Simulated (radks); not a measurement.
Values are calculated unless marked as measured or tabulated.
Fe+, 25 electrons, occupied as [Ar] 3d5.5 4s1 4p0.5 (fractional occupations, a model configuration). Level of theory: scalar-relativistic Kohn-Sham, PBE, spin-polarised, spherical densities, point nucleus; open shells are filled with parallel spins first (a radial shooting solver on a logarithmic mesh with Libxc functionals). Some entries of the table are withheld. Estimate them.

orbital,occ.,eigenvalue (eV),<r^2> (bohr^2),r(max) (bohr)
1s up,1,-7010.520,0.004596,0.03827
1s down,1,-7010.471,0.004596,0.03827
2s up,1,-832.5629,0.08428,0.2225
2s down,1,-830.3295,0.08396,0.2223
2p up,3,-711.0135,0.06834,0.1799
2p down,3,-709.3053,0.06800,0.1797
3s up,1,-108.0371,0.7523,0.6997
3s down,1,-102.8576,0.7574,0.7008
3p up,3,(1),0.8544,0.7116
3p down,3,(2),0.8645,0.7133
3d up,5,-20.8763,1.434,0.7023
3d down,0.5,-16.0168,1.570,0.7108
4s up,1,-14.4474,7.528,2.199
4s down,0,-11.5884,8.004,2.244
4p up,0.5,-8.8892,11.66,2.659

Answer. 
(1) 3p up eigenvalue (eV): -73.9564
(2) 3p down eigenvalue (eV): -68.8505
